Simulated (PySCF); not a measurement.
**Structure from NMR data**

An unknown has the formula C₅H₈ClPSi₂. Its calculated NMR data are:

1H NMR (400 MHz, computed): δ 9.33 (m, 1H), 8.34 (m, 1H), 4.70 (s, 3H), 4.70 (s, 3H).

13C{1H} NMR (computed): δ 184.9, 174.7, 147.1, 146.5, 146.1.

- PBE0/pcSseg-1 with gauge-including orbitals
- geometry: GFN2-xTB
- program: PySCF 2.14
- no solvent, non-relativistic Hamiltonian, a single conformation, equivalent nuclei averaged

Referencing at the same level of theory: 1H (σ = 31.72 ppm) and 13C (σ = 186.93 ppm) vs TMS.

**Question.** Deduce the structure.

**Answer.** 
5 carbon signals for 5 carbons: no two carbons are equivalent. Carbon types of the structure: 3 × C, 2 × CH, leaving 6 H on heteroatoms. δC 184.9: aromatic carbon bearing chlorine. δC 174.7, 146.1: aromatic CH. δC 147.1, 146.5: substituted aromatic carbon. δH 9.33, 8.34: hydrogen on an aromatic CH; ring-current deshielding. δH 4.70, 4.70: hydrogen on a silicon bonded to C.

Structure: SMILES [SiH3]c1cpc(Cl)cc1[SiH3].

The data come from this structure; uniqueness wasn't tested.

Carbons that carry Cl, above all several Cl atoms, come out too deshielded, partly because spin–orbit coupling is missing. Splittings by 31P in the carbon and heteronuclear signals aren't shown, as no couplings were computed. Shifts are as computed. Against solution values, carbons near 30 ppm lie about +3 ppm off and those near 130 ppm about +5 ppm; carbons on Cl a further +6 ppm. Of 1211 compounds with measured shifts, 218 miss one by over three times the rms of a fit or turn the order of signals round; such compounds aren't used in these exercises. No couplings were computed; multiplicities are counted from neighbouring protons, with m where these are inequivalent, close in shift, in a saturated or five-membered ring or joined by F or P, and br s for small geminal =CH2 splittings.
